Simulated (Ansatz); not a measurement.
Relaxation of BFH₄NOSb (9 atoms, charge 0, multiplicity 1), to a largest force component of 0.015 eV/Å in at most 40 steps.

Level of theory: RHF/def2-SVP (Ansatz 0.2.0).

```xyz
9
Properties=species:S:1:pos:R:3
N 0.344 1.369 0.848
B -0.305 0.256 0.047
O -1.376 -0.574 0.628
Sb 0.487 -0.146 -2.032
F -0.420 -1.978 -2.036
H -0.494 2.058 1.104
H 0.713 1.016 1.722
H -0.812 -1.292 1.082
H 1.951 -0.755 -1.379
```

Problem. Where does it end, and by what steps?

Solution. It converged. After 19 steps the energy has fallen by 2.317 eV; H6 moved furthest, 1.10 Å.

| step | energy less start (eV) | largest force component (eV/Å) | accepted |
| --- | --- | --- | --- |
| 0 | 0.0000 | 4.755 | yes |
| 1 | -0.6469 | 3.044 | yes |
| 2 | -0.8265 | 3.067 | yes |
| 3 | -1.1290 | 2.953 | yes |
| 4 | -1.4846 | 0.483 | yes |
| 5 | -1.5859 | 0.628 | yes |
| 6 | -1.6824 | 1.267 | yes |
| 7 | -1.8069 | 1.746 | yes |
| 8 | -1.9521 | 2.525 | yes |
| 9 | -2.2264 | 1.199 | yes |
| 10 | -2.3030 | 0.334 | yes |
| 11 | -2.3092 | 0.107 | yes |
| 12 | -2.3063 | 0.314 | no |
| 13 | -2.3130 | 0.066 | yes |
| 14 | -2.3146 | 0.137 | yes |
| 15 | -2.3158 | 0.052 | yes |
| 16 | -2.3170 | 0.037 | yes |
| 17 | -2.3171 | 0.016 | yes |
| 18 | -2.3171 | 0.019 | yes |
| 19 | -2.3172 | 0.006 | yes |

```xyz
9
Properties=species:S:1:pos:R:3
N 0.076 1.359 1.025
B -0.195 0.185 0.319
O -0.775 -0.873 0.916
Sb 0.231 -0.136 -1.921
F -0.536 -1.921 -1.658
H 0.489 2.178 0.637
H -0.138 1.431 2.001
H -0.899 -1.616 0.337
H 1.835 -0.655 -1.673
```

Whether the end is a true minimum wasn't checked by a vibrational analysis.

Time of the run: 4.9 min on 1 thread of Intel(R) Xeon(R) Processor @ 2.50GHz (Skylake/Cascade Lake), with other jobs on the host, peak memory 0.22 GiB.
